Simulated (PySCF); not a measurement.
FH4NO2Si, SMILES N[Si](O)(O)F. Geometry: PBE-D3(BJ)/def2-SVP. The structure was generated by enumeration, and PubChem lists no compound with its InChIKey, so it may never have been made. The values are those of a single conformer.

Computed equilibrium geometry at PBE-D3(BJ)/def2-SVP (PySCF confirms it by a frequency run) as Cartesian coordinates in Å (one conformer of several):
```xyz
9

N     -1.6418    -0.4054     0.2548
Si     0.0060    -0.0110    -0.0102
O      0.2329     1.2211    -1.1071
O      0.9027    -1.2844    -0.5841
F      0.5534     0.4587     1.4584
H     -1.9157    -0.7054     1.1928
H     -2.1576    -0.9224    -0.4600
H     -0.2995     2.0149    -0.9253
H      1.7174    -1.0175    -1.0452
```
